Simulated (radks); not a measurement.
Values are calculated unless marked as measured or tabulated.
Initial-state core-level shifts of the bismuth ion Bi3+ when its valence configuration changes from [Hg]. Code: a radial shooting solver on a logarithmic mesh with Libxc functionals. Model: scalar-relativistic Kohn-Sham, PBE, spin-polarised, spherical densities, finite nucleus; open shells are filled with parallel spins first (spin-orbit coupling, left out, can overturn this in heavy ions); Fermi nuclear charge, rms radius 5.5211 fm. Shifts are changes of the shell-averaged eigenvalues in eV (positive: less bound); the change of the density at the nucleus, which sets a Mossbauer isomer shift, is in e/bohr^3, on a base of 3.213e+06.

valence                          3p       3d       4p       5p  density at nucleus
[Xe] 4f14 5d10 6p2           -3.469   -3.464   -3.477   -3.391              -765.2
[Xe] 4f14 5d9 6s2 6p1        -6.981   -7.013   -6.850   -5.961               +87.0
[Xe] 4f14 5d10 6s1 6p1       -1.718   -1.716   -1.724   -1.684              -378.4
[Xe] 4f13 5d10 6s2 6p1      -25.880  -25.755  -21.713   -9.732              +320.6
[Xe] 4f13.5 5d10 6p2.5      -16.220  -16.151  -14.196   -8.156              -643.0
[Xe] 4f13.5 5d9 6s2 6p1.5   -19.899  -19.870  -17.716  -10.816              +248.3
[Xe] 4f14 5d10 6s1.5 6p0.5   -0.883   -0.882   -0.885   -0.865              -186.2
[Xe] 4f13 5d10 6p3          -29.191  -29.062  -25.030  -12.942              -517.7
[Xe] 4f12.5 5d10 6p3.5      -42.487  -42.299  -36.080  -17.849              -389.3
